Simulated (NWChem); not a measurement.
A series in which one site is exchanged, each optimised at PBE0/def2-SVP with NWChem, gas phase unless a solvent is named. All stand in one matching conformer (torsions within 35°), which need not be the lowest. This build's default masses of Se (78.918 u) and Br (79.917 u) are each other's, which moves their modes by up to 0.6 %. Shieldings are non-relativistic GIAO values without spin-orbit effects.

A: [NH2][GeH]([F])[NH2] (GeN$_{2}$H$_{5}$F; site = F)
B: [GeH]([NH2])([NH2])[Br] (GeN2H5Br; site = Br)
C: [NH2][GeH2][NH2] (GeN2H6; site = H)
D: [GeH]([NH2])([NH2])[Cl] (GeN₂H₅Cl; site = Cl)

```csv
quantity,A,B,C,D
"highest harmonic frequency (cm⁻¹), PBE0/def2-SVP",3699,3688,?,3690
"static polarisability, B3LYP/def2-SVPD (bohr³)",47.5,71.4,?,62.7
"lowest singlet excitation, B3LYP/def2-SVPD, TDA (eV)",6.51,6.21,?,6.50
"Ge absolute shielding, KT2/pcSseg-1 (ppm)",1285.3,1264.6,?,1270.8
```

Problem. Some entries are withheld; supply them.

Solution. 
- highest harmonic frequency (cm⁻¹), PBE0/def2-SVP, C: 3684
- static polarisability, B3LYP/def2-SVPD (bohr³), C: 50.4
- lowest singlet excitation, B3LYP/def2-SVPD, TDA (eV), C: 6.24
- Ge absolute shielding, KT2/pcSseg-1 (ppm), C: 1356.3
